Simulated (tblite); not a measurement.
Species: C₆H₁₀ClFSi.
Z-matrix (Å and degrees, GFN2-xTB geometry), rows numbered from 1:
```
C 
C   1  1.4881
C   2  1.3252  1  124.24
Si  3  1.8903  2  138.67  1     7.05
C   4  1.9302  3   74.92  2   164.21
C   5  1.5131  4  114.03  3  -106.26
Cl  6  1.7800  5  109.77  4   -66.73
C   3  1.5113  2  127.32  1   177.76
F   8  1.3817  3  113.85  2   -42.20
H   1  1.0876  2  110.61  3     2.25
H   1  1.0896  2  110.11  3   123.16
H   1  1.0897  2  110.09  3  -118.51
H   2  1.0852  1  115.90  3   179.58
H   4  1.4609  3  116.11  2   -86.34
H   4  1.4578  3  117.61  2    52.61
H   5  1.0907  4  117.85  3   124.00
H   6  1.0913  5  112.34  4   174.33
H   6  1.0903  5  111.32  4    51.48
H   8  1.0963  3  112.46  2    77.68
```

All values are computed: GFN2-xTB (tblite) harmonic vibrations without scaling, gas phase. Errors from tens to a few hundred cm⁻¹ against measured bands are possible. Modes of hydrogen on silicon can be 10 to 20 % off. One conformer, not necessarily the lowest.

Harmonic wavenumbers (cm⁻¹): 26.9, 72.1, 125.8, 148.3, 151.1, 174.8, 206.4, 251.0, 308.9, 341.4, 419.7, 483.1, 498.3, 518.7, 597.3, 637.5, 668.9, 704.5, 755.2, 771.6, 842.0, 898.9, 916.3, 971.8, 1024.9, 1049.2, 1088.4, 1107.4, 1132.9, 1135.5, 1165.6, 1229.2, 1242.5, 1280.1, 1292.3, 1302.1, 1394.9, 1455.5, 1470.5, 1474.5, 1721.2, 2286.7, 2312.8, 2907.5, 2963.9, 2972.1, 2983.5, 3000.4, 3014.8, 3019.9, 3040.3.

A = 1945, B = 675.4, C = 560.2 MHz; mass 164.022 u (most abundant isotopes); point group C1, symmetry number 1.

Problem. Zero-point energy?

Solution. ½Σν̃ = 30780 cm⁻¹ = 88.00 kcal/mol.

Problem. Give the ideal-gas entropy at 400 K and 1 bar in the rigid-rotor, harmonic-oscillator model (classical rotation).

Solution. Translation 42.68, rotation 31.33, vibration 44.73: S = 118.7 cal/(mol K).

Problem. And Cp and H(400 K) − H(0)?

Solution. Cp = 52.03 cal/(mol K), of which vibrations give 44.08 (their classical limit is 51 R = 101.3); H(400 K) − H(0) = 12.32 kcal/mol without the zero-point energy, 9.15 from vibrations.

Problem. What must be added to the electronic energy to get the Gibbs energy at 400 K and 1 bar?

Solution. ZPE + [H(400 K) − H(0)] − T·S = 88.00 + 12.32 − 47.50 = 52.82 kcal/mol.

Problem. Which modes carry the vibrational entropy at 400 K?

Solution. 26.9 cm⁻¹: 6.63; 72.1 cm⁻¹: 4.67; 125.8 cm⁻¹: 3.58; 148.3 cm⁻¹: 3.26; 151.1 cm⁻¹: 3.22; 174.8 cm⁻¹: 2.94 cal/(mol K); the other 45 give 20.42 together.

Hindered rotation and anharmonicity are outside this model. Other conformers, if any are populated, would add a mixing term that is left out. The structure is chiral; the term R ln 2 for an equal mix with its mirror image is left out.
